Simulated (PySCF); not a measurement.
PySCF input for CF, SMILES [C]F (connectivity only; charge and spin as stated), charge +1, multiplicity 1, B3LYP/pcSseg-2. Geometry: PBE0-D3(BJ)/def2-TZVPD.

```python
import numpy as np
from pyscf import gto, scf, dft
from pyscf.prop.nmr import rks as nmr

mol = gto.M(
    atom='''
    C     0.00000000    0.00000000   -0.69177940
    F     0.00000000    0.00000000    0.46118627
    ''',
    basis='pcSseg-2',
    charge=1,
    spin=0,
    max_memory=1600,
    verbose=3,
)
mf = dft.RKS(mol, xc='b3lyp')
mf.grids.level = 3
mf.conv_tol = 1e-10
mf.max_cycle = 100
mf.kernel()
n = nmr.NMR(mf)
n.verbose = 2
n.max_cycle_cphf = 60
sigma = n.kernel()
print('atom   isotropic/ppm   span/ppm')
for i, s in enumerate(sigma):
    w = np.linalg.eigvalsh((s + s.T) / 2)
    print(f'{mol.atom_symbol(i):2s}{i + 1:3d} {w.mean():14.3f} {w[2] - w[0]:11.3f}')
```

Output:

```
converged SCF energy = -137.494261186867
atom   isotropic/ppm   span/ppm
C   1        -56.997     480.918
F   2        -96.950     866.107
```

Self-consistency was reached.
